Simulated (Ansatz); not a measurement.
Born–Oppenheimer molecular dynamics of C3H12Si (16 atoms, charge 0, multiplicity 1). It starts from a rough guess of a transition structure, not a stationary point.

Method: Ansatz, UKS B3LYP-D4/6-31G.

| Property | Result |
| --- | --- |
| ensemble | NVE (velocity Verlet) |
| time step | 0.5 fs |
| steps asked | 150 |
| starting velocities drawn for | 1000 K |
| seed | 79921 |

First frame:

```xyz
16
Properties=species:S:1:pos:R:3
Si -0.044 0.074 -0.426
C -1.018 1.015 1.269
C -0.668 -1.651 -0.894
C 1.766 0.587 -0.610
H -0.720 0.918 -1.465
H -0.108 -0.052 1.371
H 0.537 -0.759 1.157
H -1.597 1.808 0.790
H -1.758 0.412 1.792
H -0.384 1.541 1.984
H -0.057 -2.454 -0.497
H -1.683 -1.799 -0.539
H -0.689 -1.756 -1.974
H 2.009 1.395 0.072
H 1.956 0.947 -1.615
H 2.456 -0.227 -0.416
```

(1) What does the run give?

(2) What happens to the structure?

(3) How do temperature and energy run in time?

Answers

(1) The run went to its last step.

- steps done: 150
- time covered: 75 fs
- mean temperature over the second half: 2085 K
- spread of the potential energy over the second half: 15.7 meV per atom
- mean potential energy of the second half above the start: -122.6 meV per atom

The conserved energy stayed within 1 meV per atom of its start (net change -0.023 meV per atom), so the integration is sound. The system heated up, since it started high on the potential surface and ran downhill. A run of 0.075 ps of so small a system gives no equilibrium averages. The orbitals stay closed-shell, which can raise the energy where a bond breaks towards radicals; this wasn't checked here. Limits of this set-up: no polarisation functions.

(2) The step under study would form Si1–H7, C2–H6 and break Si1–C2, H6–H7. These pairs go: Si1–H7 1.88 → 12.35 Å, C2–H6 1.41 → 12.10 Å, Si1–C2 2.17 → 1.78 Å, H6–H7 0.98 → 0.81 Å. In the last frame they stand as before the step (other bonds may differ from the relaxed reactants and products). These pairs come and go: their bonding changes 19 times, last at 74 of 75 fs, so the outcome isn't settled. It ends as C3H10Si + H2. Pairs count as bonded within 1.25 times the sum of covalent radii (0.12 Å more for H–H). Another seed would give other details.

(3) 
```json
{"time (fs)": "0.0", "T (K)": "1000", "potential energy less start (eV)": "0.000", "conserved less start (meV/atom)": "0.00"}
{"time (fs)": "3.5", "T (K)": "961", "potential energy less start (eV)": "0.075", "conserved less start (meV/atom)": "0.30"}
{"time (fs)": "7.0", "T (K)": "1303", "potential energy less start (eV)": "-0.548", "conserved less start (meV/atom)": "0.02"}
{"time (fs)": "10.5", "T (K)": "1829", "potential energy less start (eV)": "-1.497", "conserved less start (meV/atom)": "0.16"}
{"time (fs)": "14.0", "T (K)": "1874", "potential energy less start (eV)": "-1.571", "conserved less start (meV/atom)": "0.63"}
{"time (fs)": "17.5", "T (K)": "2026", "potential energy less start (eV)": "-1.851", "conserved less start (meV/atom)": "0.33"}
{"time (fs)": "21.0", "T (K)": "2319", "potential energy less start (eV)": "-2.400", "conserved less start (meV/atom)": "-0.74"}
{"time (fs)": "24.5", "T (K)": "1960", "potential energy less start (eV)": "-1.735", "conserved less start (meV/atom)": "0.16"}
{"time (fs)": "28.0", "T (K)": "2044", "potential energy less start (eV)": "-1.890", "conserved less start (meV/atom)": "-0.03"}
{"time (fs)": "31.5", "T (K)": "2240", "potential energy less start (eV)": "-2.252", "conserved less start (meV/atom)": "-0.49"}
{"time (fs)": "35.0", "T (K)": "2159", "potential energy less start (eV)": "-2.090", "conserved less start (meV/atom)": "0.49"}
{"time (fs)": "38.5", "T (K)": "2105", "potential energy less start (eV)": "-1.996", "conserved less start (meV/atom)": "0.22"}
{"time (fs)": "42.0", "T (K)": "1944", "potential energy less start (eV)": "-1.699", "conserved less start (meV/atom)": "0.55"}
{"time (fs)": "45.5", "T (K)": "2033", "potential energy less start (eV)": "-1.855", "conserved less start (meV/atom)": "0.87"}
{"time (fs)": "49.0", "T (K)": "2048", "potential energy less start (eV)": "-1.890", "conserved less start (meV/atom)": "0.36"}
{"time (fs)": "52.5", "T (K)": "2128", "potential energy less start (eV)": "-2.048", "conserved less start (meV/atom)": "-0.43"}
{"time (fs)": "56.0", "T (K)": "1947", "potential energy less start (eV)": "-1.710", "conserved less start (meV/atom)": "0.25"}
{"time (fs)": "59.5", "T (K)": "2090", "potential energy less start (eV)": "-1.977", "conserved less start (meV/atom)": "-0.26"}
{"time (fs)": "63.0", "T (K)": "2067", "potential energy less start (eV)": "-1.936", "conserved less start (meV/atom)": "-0.27"}
{"time (fs)": "66.5", "T (K)": "2165", "potential energy less start (eV)": "-2.105", "conserved less start (meV/atom)": "0.21"}
{"time (fs)": "70.0", "T (K)": "2350", "potential energy less start (eV)": "-2.449", "conserved less start (meV/atom)": "-0.35"}
{"time (fs)": "73.5", "T (K)": "1946", "potential energy less start (eV)": "-1.703", "conserved less start (meV/atom)": "0.56"}
```

Time of the run: 9.7 min on 1 thread of Intel(R) Xeon(R) Platinum 8488C (Sapphire Rapids), with other jobs on the host, peak memory 0.22 GiB.
